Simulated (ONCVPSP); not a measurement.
## tin ONCV: all-electron and pseudo phase curves

| Property | Result |
| --- | --- |
| Element | tin |
| Generator | ONCVPSP 4.0.1 |
| Type | optimised norm-conserving Vanderbilt (ONCV) |
| Functional | PBEsol |
| Relativity | fully relativistic |
| Frozen core | [Kr] 4d10 |
| Valence charge | 4 |
| Reference configuration | 5s2 5p2 |
| Partial waves | 5s: rc 1.90 bohr, ncon 4, nbas 8, qcut 3.2 1/bohr, 2 projectors, debl 2.5 Ha; 5p: rc 1.95 bohr, ncon 4, nbas 7, qcut 4.4 1/bohr, 2 projectors, debl 1.4 Ha |
| Local potential | polynomial inside 1.45 bohr (lpopt 5, dvloc0 -1 Ha) |
| Core correction | polynomial model core, fcfact 0.15 |

Open shells are filled in proportion to 2j + 1.

The phase is arctan(r·R′/R) of the radial function R(r), unwrapped; energies in Ha, scanned from -2 to 5 Ha. A pole is an energy at which the radial function vanishes at the test radius. The pseudo phase is shifted by a multiple of π to meet the all-electron one at the reference energy, and phase errors are pseudo minus all-electron; the curves can meet again beyond the range given. Levels narrower than the energy grid can be missing from the lists of poles.

For each channel, where are the poles, and over which energies does the pseudopotential scatter like the atom?

```json
{"channel": "s", "radius (bohr)": "1.92", "reference energy (Ha)": "-0.39", "poles, all-electron": "2.23", "poles, pseudo": "-0.77, 2.23", "unbroken range about the reference energy with phases within 0.05 rad": "-0.7 to 4.7", "phase error 1 Ha above the reference energy (rad)": "+0.000"}
{"channel": "p3/2", "radius (bohr)": "1.98", "reference energy (Ha)": "-0.13", "poles, all-electron": "2.96", "poles, pseudo": "2.93", "unbroken range about the reference energy with phases within 0.05 rad": "below 4.3", "phase error 1 Ha above the reference energy (rad)": "-0.000"}
{"channel": "p1/2", "radius (bohr)": "1.98", "reference energy (Ha)": "-0.15", "poles, all-electron": "2.74", "poles, pseudo": "1.90, 3.00", "unbroken range about the reference energy with phases within 0.05 rad": "below 1.9", "phase error 1 Ha above the reference energy (rad)": "-0.001"}
```

Note: ghosts flagged at negative energy: s at -21.0 eV, p3/2 at -74.9 eV; GHOST(+) flagged for p1/2 at 52.7 eV. A true bound ghost makes a file unfit for plane-wave use.

Phases in the p3/2 channel:

| E (Ha) | all-electron | pseudo |
| --- | --- | --- |
| -1.98 | 1.228 | 1.236 |
| -1.80 | 1.198 | 1.203 |
| -1.62 | 1.162 | 1.166 |
| -1.44 | 1.120 | 1.122 |
| -1.26 | 1.068 | 1.069 |
| -1.08 | 1.002 | 1.003 |
| -0.90 | 0.916 | 0.916 |
| -0.72 | 0.799 | 0.799 |
| -0.54 | 0.637 | 0.637 |
| -0.36 | 0.409 | 0.410 |
| -0.18 | 0.108 | 0.108 |
| 0.00 | -0.237 | -0.237 |
| 0.18 | -0.556 | -0.556 |
| 0.36 | -0.803 | -0.803 |
| 0.54 | -0.981 | -0.981 |
| 0.72 | -1.109 | -1.109 |
| 0.90 | -1.202 | -1.202 |
| 1.08 | -1.273 | -1.273 |
| 1.26 | -1.328 | -1.328 |
| 1.44 | -1.372 | -1.372 |
| 1.62 | -1.409 | -1.409 |
| 1.80 | -1.440 | -1.440 |
| 1.98 | -1.466 | -1.467 |
| 2.16 | -1.490 | -1.490 |
| 2.34 | -1.511 | -1.511 |
| 2.52 | -1.530 | -1.530 |
| 2.70 | -1.547 | -1.549 |
| 2.88 | -1.564 | -1.566 |
| 3.06 | -1.580 | -1.583 |
| 3.24 | -1.595 | -1.599 |
| 3.42 | -1.611 | -1.617 |
| 3.60 | -1.626 | -1.635 |
| 3.78 | -1.641 | -1.655 |
| 3.96 | -1.658 | -1.678 |
| 4.14 | -1.675 | -1.707 |
| 4.32 | -1.694 | -1.746 |
| 4.50 | -1.715 | -1.804 |
| 4.68 | -1.738 | -1.908 |
| 4.86 | -1.766 | -2.168 |
